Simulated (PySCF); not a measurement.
First SCF of a structure search on singlet CuF₃, at a hand-made trigonal pyramidal geometry. PySCF input:

```python
from pyscf import gto, scf, dft
mol = gto.M(atom='''
Cu     0.000000     0.000000     0.000000
F      1.554000     0.000000     0.826300
F     -0.777000     1.345800     0.826300
F     -0.777000    -1.345800     0.826300''',
    basis={'Cu': 'def2-TZVP', 'F': 'def2-TZVP'},
    charge=0, spin=0)
mf = dft.RKS(mol, xc='PBE0')
mf.grids.atom_grid = (50, 194)
aux = {'Cu': 'def2-universal-JKFIT', 'F': 'def2-universal-JKFIT'}
mf = mf.density_fit(auxbasis=aux)
mf.conv_tol = 1e-08
mf.diis_space = 10
mf.max_cycle = 60
mf.init_guess = 'minao'
mf.verbose = 4
mf.kernel()
```

Excerpt of the output (cycles and frontier levels):

```
init E= -1939.14159586822
cycle= 1 E= -1937.16021277734  delta_E= 1.98  |g|=  4.7  |ddm|= 1.97
  HOMO = -0.255545548563955  LUMO = -0.25170537415263  gap/eV = 0.10450
cycle= 2 E= -1926.16431247181  delta_E=   11  |g|= 10.5  |ddm|= 7.33
  HOMO = -0.44340531004302  LUMO = -0.433186380791015  gap/eV = 0.27807
cycle= 3 E= -1937.5800800576  delta_E= -11.4  |g|= 3.56  |ddm|= 6.38
  HOMO = -0.190223096879023  LUMO = -0.164391794496752  gap/eV = 0.70291
cycle= 4 E= -1937.33280065995  delta_E= 0.247  |g|= 3.41  |ddm|= 2.39
  HOMO = -0.304115489061813  LUMO = -0.298656065192261  gap/eV = 0.14856
cycle= 5 E= -1939.35827104479  delta_E= -2.03  |g|= 0.827  |ddm|=  1.7
  HOMO = -0.352591304594923  LUMO = -0.29598234217824  gap/eV = 1.54041
cycle= 6 E= -1939.48174382147  delta_E= -0.123  |g|= 0.432  |ddm|= 0.543
  HOMO = -0.361477514466504  LUMO = -0.297726136081913  gap/eV = 1.73476
cycle= 7 E= -1939.50428441504  delta_E= -0.0225  |g|= 0.0907  |ddm|= 0.219
... 13 lines left out ...
cycle= 14 E= -1939.50612745388  delta_E= -2.93e-07  |g|= 0.000234  |ddm|= 0.00211
  HOMO = -0.373950466276558  LUMO = -0.295116199015787  gap/eV = 2.14519
cycle= 15 E= -1939.50612747019  delta_E= -1.63e-08  |g|= 0.000301  |ddm|= 0.000571
  HOMO = -0.37395784898731  LUMO = -0.295114691890475  gap/eV = 2.14543
cycle= 16 E= -1939.50612749208  delta_E= -2.19e-08  |g|= 4.86e-05  |ddm|= 0.000398
  HOMO = -0.373955947140979  LUMO = -0.295114275211425  gap/eV = 2.14539
cycle= 17 E= -1939.50612749275  delta_E= -6.76e-10  |g|= 1.49e-05  |ddm|= 5.27e-05
  HOMO = -0.373955178702341  LUMO = -0.295115988688806  gap/eV = 2.14532
Extra cycle  E= -1939.50612749226  delta_E= 4.94e-10  |g|= 6.11e-05  |ddm|= 4.07e-05
converged SCF energy = -1939.50612749226
```

No lower solution of this spin was found from smeared starts or by a stability analysis within the restricted form, which does not test spin polarisation.

The search for the lowest solution, 3 starts and the stability check together, took 11 s on 4 threads of a shared Arm Neoverse V1 host, with 138 basis functions; the process peaked at 0.57 GiB. Launch command: `OMP_NUM_THREADS=4 python axn.py task.json out`.
